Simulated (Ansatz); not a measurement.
C2H10GeSi (`C[SiH](C)[GeH3]`). Charge 0, multiplicity 1. All single points use the PBE0-D4/def2-TZVP geometry.

```xyz
14

C    -0.841    1.668    0.158
Si   -0.187    0.055   -0.542
C    -1.255   -1.392   -0.012
Ge    2.060   -0.288    0.173
H    -0.231    2.514   -0.165
H    -1.867    1.844   -0.175
H    -0.838    1.647    1.251
H    -0.178    0.137   -2.032
H    -2.286   -1.253   -0.347
H    -0.886   -2.329   -0.434
H    -1.263   -1.492    1.076
H     2.643   -1.601   -0.384
H     2.144   -0.367    1.711
H     2.985    0.859   -0.277
```

(1) What is the dipole moment at ωB97M-V/def2-TZVPP? (An estimate is asked.)

(2) And with PBE, r2SCAN, B3LYP? (An estimate is asked.)

(3) Give the Mulliken charges with ωB97M-V, r2SCAN, B3LYP in def2-TZVPP. (Estimate.)

Answers

(1) Computed: 1.32 D, with components (-1.29, 0.16, 0.23) D in this frame, pointing from negative to positive charge.

(2) Ansatz gave: PBE 1.34 D, r2SCAN 1.36 D, B3LYP 1.33 D.

(3) The calculation gave: 
| atom | ωB97M-V | r2SCAN | B3LYP |
| --- | --- | --- | --- |
| C1 | -0.44 | -0.29 | -0.38 |
| Si2 | 0.26 | 0.27 | 0.29 |
| C3 | -0.44 | -0.29 | -0.38 |
| Ge4 | -0.09 | 0.02 | 0.00 |
| H5 | 0.12 | 0.08 | 0.11 |
| H6 | 0.12 | 0.08 | 0.10 |
| H7 | 0.12 | 0.08 | 0.10 |
| H8 | -0.04 | -0.10 | -0.09 |
| H9 | 0.12 | 0.08 | 0.10 |
| H10 | 0.12 | 0.08 | 0.11 |
| H11 | 0.12 | 0.08 | 0.10 |
| H12 | 0.01 | -0.02 | -0.02 |
| H13 | 0.00 | -0.02 | -0.02 |
| H14 | 0.01 | -0.02 | -0.02 |

B3LYP here is the variant with VWN-RPA as its local correlation; programs differ in this.
